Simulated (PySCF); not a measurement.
Q: What does the PBE0-D3(BJ)/def2-SVP structure of MoOCl4, `[O]=[Mo]([Cl])([Cl])([Cl])[Cl]` look like in three dimensions? (Singlet state.)

A: 
```
atom  x, y, z in Å
Mo1    0.0001   -0.0002    0.0953
O2    -0.0004   -0.0088    1.7292
Cl3    2.2235    0.0053   -0.4541
Cl4   -0.0034    2.2248   -0.4467
Cl5   -2.2233   -0.0016   -0.4541
Cl6    0.0035   -2.2195   -0.4695
```

Orientation and origin are arbitrary. Atoms count from 1 in this order. All 4 Cl–Mo bonds measure 2.290 Å. Mo1 (molybdenum bonded to 4 Cl and O) is square pyramidal (τ5 = (β − α)/60° = 0.00 from the two widest angles, 152.2° and 152.0° (0 for a square pyramid, 1 for a trigonal bipyramid)).

Bonds between heavy atoms (Å): Mo1–O2 1.634, Mo1–Cl3 2.290, Mo1–Cl4 2.290, Mo1–Cl5 2.290, Mo1–Cl6 2.290.

Method: PBE0-D3(BJ)/def2-SVP geometry optimisation, gas phase, def2 core potentials past Kr in PySCF.

Point group: C4v (every atom within 0.08 Å of its image). Stationary, but not proved a minimum.
